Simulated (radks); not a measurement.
Dispersion coefficients C6 (hartree bohr^6) between ground-configuration atoms and ions, from the Casimir-Polder integral (3/pi) of alpha_A(iw) alpha_B(iw). Calculated with a radial shooting solver on a logarithmic mesh with Libxc functionals: non-relativistic Kohn-Sham, LDA (Slater exchange, VWN5 correlation), spin-polarised, spherical densities, point nucleus. Response by self-consistent Sternheimer equations with the Hartree and adiabatic LDA kernel.

C6       Ar     K+   Ca2+   Sc3+   Ti4+    V5+    Cr6+    Mn7+    Fe8+
Ar    70.44
K+    40.99  24.68
Ca2+  26.65  16.42  11.11
Sc3+  18.53  11.61  7.957  5.755
Ti4+  13.49  8.560  5.926  4.321  3.267
V5+   10.16  6.516  4.548  3.338  2.538  1.982
Cr6+  7.870  5.086  3.574  2.638  2.015  1.580   1.264
Mn7+  6.229  4.052  2.863  2.124  1.629  1.282   1.029  0.8397
Fe8+  5.020  3.285  2.332  1.737  1.337  1.055  0.8494  0.6949  0.5764

Static polarisabilities (bohr^3): Ar ([Ar]) 12.00, K+ ([Ar]) 5.742, Ca2+ ([Ar]) 3.350, Sc3+ ([Ar]) 2.170, Ti4+ ([Ar]) 1.503, V5+ ([Ar]) 1.090, Cr6+ ([Ar]) 0.8196, Mn7+ ([Ar]) 0.6333, Fe8+ ([Ar]) 0.5003. The combination rule 2 Ca Cb / ((alpha_b/alpha_a) Ca + (alpha_a/alpha_b) Cb) gives 0.8493 for Cr6+-Fe8+, against 0.8494 from the integral.
